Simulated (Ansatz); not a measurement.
C₄H₈O (SMILES C1CCOC1), singlet, geometry from GFN2-xTB; BLYP-D3BJATM/3-21G (Ansatz, a first-principles code).

Ansatz was given this input:
Ansatz 0.2 input:
```yaml
crystal:
  periodic: [false, false, false]
  atoms:
    - {symbol: C, position_ang: [-0.14951409, 1.22743807, -0.21133895]}
    - {symbol: C, position_ang: [1.03239784, 0.53846414, 0.46684740]}
    - {symbol: C, position_ang: [0.84322136, -0.90563503, 0.00313845]}
    - {symbol: O, position_ang: [-0.55256836, -1.10617076, -0.15121029]}
    - {symbol: C, position_ang: [-1.22416573, 0.14359317, -0.11991759]}
    - {symbol: H, position_ang: [-0.45054046, 2.14977571, 0.27968171]}
    - {symbol: H, position_ang: [0.08631535, 1.43951081, -1.25488009]}
    - {symbol: H, position_ang: [1.99653334, 0.94504278, 0.17083741]}
    - {symbol: H, position_ang: [0.93514390, 0.60330060, 1.55126604]}
    - {symbol: H, position_ang: [1.22175649, -1.64089471, 0.71825128]}
    - {symbol: H, position_ang: [1.33785285, -1.07121204, -0.96464259]}
    - {symbol: H, position_ang: [-1.78029510, 0.22418567, 0.82463701]}
    - {symbol: H, position_ang: [-1.93785576, 0.17649535, -0.94784448]}
basis:
  gaussian:
    orbitals: 3-21G.json
hamiltonian:
  xc: blyp
  dispersion: d3bjatm
```
The basis file holds 3-21G in the JSON format of the Basis Set Exchange.

Predict the main parts of the log of this Ansatz run.


```
Functional definition: BLYP
759 factors; integrals over basis functions are off by at most 9.8e-4 eV
mean field evaluation 1: about -6280.5301 eV, gradient 5.5e1 eV
mean field evaluation 2: about -6274.1247 eV, gradient 7.4e1 eV
mean field evaluation 4: about -6287.4212 eV, gradient 5.5e0 eV
mean field evaluation 8: about -6287.3927 eV, gradient 8.2e-2 eV
mean field -6287.39268317 eV, -231.0574193585 hartree, gradient 4.2e-5 eV, S^2 0.000000; 0 other end points of the search recorded, 0 dependent functions left out
reference -6287.39296182 eV, -231.0574295988 hartree; 20, 20 occupied and 41, 41 virtual orbitals, 759 factors
Total energy: -6287.91514306 eV, -231.0766194053 hartree
```
